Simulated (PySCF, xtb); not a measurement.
HfOBr2, SMILES [Br][Hf](=[O])[Br], multiplicity 1.

xtb 6.7.1 with GFN2-xTB at its own geometry gives an orbital gap of 2.88 eV and a dipole moment of 7.17 D.

Geometry optimised at B3LYP-D3(BJ)/def2-SVP. The spin state was assumed, not searched. The def2 effective core potentials stand for the cores of Hf; spin–orbit coupling is left out.

Q: What does PBE/def2-TZVPD (PySCF) give? (The exact figures need the calculation; the answer reports its results.)

A: gap 2.87 eV (levels -7.19 and -4.32 eV), dipole 4.02 D.
